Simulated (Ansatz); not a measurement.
Gas-phase reaction in SMILES: [Cl][GeH]([Cl])[Cl] [trichlorogermane] → [Cl][Ge]([Cl])[Cl] + H atom (the Ge-H bond at the site shown breaks; other sites are not compared here)
Structures are relaxed separately at B3LYP-D3(BJ)/def2-TZVP in Ansatz (a program for electronic structure).

Wanted: bond dissociation energy (electronic energy difference), in eV. Valence correlation only, unless marked. UHF or UKS for open shells. No spin-orbit coupling. The frozen core is the preceding noble-gas configuration, with the filled d and f shells of earlier blocks. No relativistic terms. CBS marks a two-point X^-3 extrapolation of the correlation energy; Hartree-Fock from the larger set.

| level | program | bond dissociation energy (eV) | minus last row |
|---|---|---|---|
| BHLYP/def2-TZVPD | Ansatz | 3.60 | -0.14 |
| HSE06-D3(BJ)/def2-TZVPD | Ansatz + dftd3 | 3.49 | -0.25 |
| CAM-B3LYP-D4/def2-TZVPD | Ansatz + dftd4 | 3.62 | -0.12 |
| RI-MP2/CBS(def2-TZVPPD,def2-QZVPPD) | Ansatz | 3.68 | -0.06 |
| SCS-MP2/def2-SVPD | Ansatz | 3.58 | -0.16 |
| CCSD(T)/6-31G | Ansatz | 2.94 | -0.80 |
| CCSD(T)/CBS(def2-TZVPP,def2-QZVPP) | Ansatz | 3.74 | 0.00 |
